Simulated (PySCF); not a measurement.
Spin-rotation constants: SMILES C=CB(O)SC, C3H7BOS

Geometry:
```json
{"atom": "C1", "x (Å)": "-2.489", "y (Å)": "-0.583", "z (Å)": "-0.846"}
{"atom": "C2", "x (Å)": "-1.190", "y (Å)": "-0.856", "z (Å)": "-0.909"}
{"atom": "B3", "x (Å)": "-0.076", "y (Å)": "-0.115", "z (Å)": "-0.094"}
{"atom": "O4", "x (Å)": "-0.303", "y (Å)": "0.850", "z (Å)": "0.819"}
{"atom": "S5", "x (Å)": "1.641", "y (Å)": "-0.572", "z (Å)": "-0.397"}
{"atom": "C6", "x (Å)": "2.525", "y (Å)": "0.536", "z (Å)": "0.752"}
{"atom": "H7", "x (Å)": "-3.226", "y (Å)": "-1.115", "z (Å)": "-1.426"}
{"atom": "H8", "x (Å)": "-2.884", "y (Å)": "0.195", "z (Å)": "-0.207"}
{"atom": "H9", "x (Å)": "-0.873", "y (Å)": "-1.648", "z (Å)": "-1.576"}
{"atom": "H10", "x (Å)": "-1.220", "y (Å)": "1.083", "z (Å)": "0.966"}
{"atom": "H11", "x (Å)": "2.210", "y (Å)": "1.558", "z (Å)": "0.574"}
{"atom": "H12", "x (Å)": "3.585", "y (Å)": "0.420", "z (Å)": "0.554"}
{"atom": "H13", "x (Å)": "2.295", "y (Å)": "0.245", "z (Å)": "1.772"}
```

Computed with GIAO BHandHLYP/pcSseg-1 magnetisability, rotational g tensor and spin-rotation constants, non-relativistic, gas phase (PySCF 2.14.0). Geometry: GFN2-xTB.

Question: Give the nuclear spin-rotation constants along the inertial axes (H = +C I·J) beside the isotropic shieldings.

Answer: Rotational constants 6.5468, 1.6482, 1.3280 GHz. A star marks the isotopologue with that one atom substituted, in its own axes.
```
atom  isotope  Caa (kHz)  Cbb (kHz)  Ccc (kHz)  mean (kHz)  σ (ppm)
  B3      11B      2.001      0.588      0.230       0.940     60.0
  H7       1H      0.229     -0.071     -0.148       0.003     25.9
  H8       1H     -0.632      0.151     -0.160      -0.213     26.1
  H9       1H     -0.686      0.185     -0.156      -0.219     25.6
 H10       1H      0.004     -0.085     -0.165      -0.082     26.5
 H11       1H     -0.626     -0.088     -0.040      -0.251     29.4
 H12       1H      0.011     -0.144     -0.144      -0.092     30.1
 H13       1H     -0.660     -0.125     -0.007      -0.264     29.5
  C1     13C*      2.372      0.776      0.160       1.103     50.7
  C2     13C*      2.445      0.842      0.155       1.147     42.4
  O4     17O*     -1.498     -0.296     -0.043      -0.612    215.8
  S5     33S*      1.082      0.505      0.286       0.624    559.1
  C6     13C*      0.908      0.214      0.180       0.434    172.4
```
For the geometry as given, no vibrational averaging.

Question: How do the rotational constants and the g tensor change when H7, H8, H9, H10, H11, H12, H13 are replaced by deuterium?

Answer: Constants 5.6470, 1.4087, 1.1440 GHz; g -0.0425, -0.0102, 0.0027, against -0.0495, -0.0118, 0.0033 before.
